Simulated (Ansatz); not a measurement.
`C=CB(F)F` + `[BH2][AlH2]` → `F[B](F)[AlH2]` + `BC=C` at 298.15 K and 1 bar (redistribution).

Program: Ansatz. Geometries: PBE0-D4/def2-TZVP. ΔE: electronic, gas phase. CCSD(T)/CBS is the MP2 limit (def2-TZVPP, def2-QZVPP) plus CCSD(T) − MP2 in def2-TZVPP, frozen cores. This one scheme is used for every species. One conformer a species, not always the lowest.

```
        species  CCSD(T)/CBS energy (Eh)  H − E (kJ/mol)  S (J/(mol·K))
     `C=CB(F)F`               -302.40039           154.2          305.5
  `[BH2][AlH2]`               -269.14094            97.6          260.4
`F[B](F)[AlH2]`               -467.68048            75.9          310.2
         `BC=C`               -103.86193           178.1          264.9
```

H − E and S are ideal-gas, rigid-rotor, harmonic terms from PBE0-D4/def2-TZVP, for one conformer and one mirror image of each species. 1 Eh = 2625.50 kJ/mol, R = 8.31446 J/(mol·K).

Problem. By hand: ΔE, ΔH, ΔS and ΔG.

Solution. ΔE = (-467.68048) + (-103.86193) − (-302.40039) − (-269.14094) = -0.00108 Eh = -2.8 kJ/mol. Δ(H − E) = 75.9 + 178.1 − 154.2 − 97.6 = 2.2, so ΔH = -0.6 kJ/mol. ΔS = 310.2 + 264.9 − 305.5 − 260.4 = 9.2 J/(mol·K). ΔG = -0.6 − 298.15 × (9.2)/1000 = -3.3 kJ/mol.

Problem. By hand: the equilibrium constant, and the temperature at which ΔG would vanish if ΔH and ΔS stayed fixed.

Solution. log₁₀ K = −ΔG/(RT ln 10) = 0.6. ΔH and −TΔS have one sign here, so there is no such temperature. One of them is within its doubt of zero, so this could turn.

TΔS isn't small against ΔH here. The sign of ΔG lies within the doubt. A doubt of 5 kJ/mol in ΔE shifts log₁₀ K by 0.9 here. Other conformers and mirror images would add mixing entropy, several J/(mol·K) or more a flexible species. These are equilibria of isolated gas molecules and say nothing of rates. Largest T1 diagnostic: 0.014 (customary marks: 0.02 for closed shells, 0.045 for open ones).
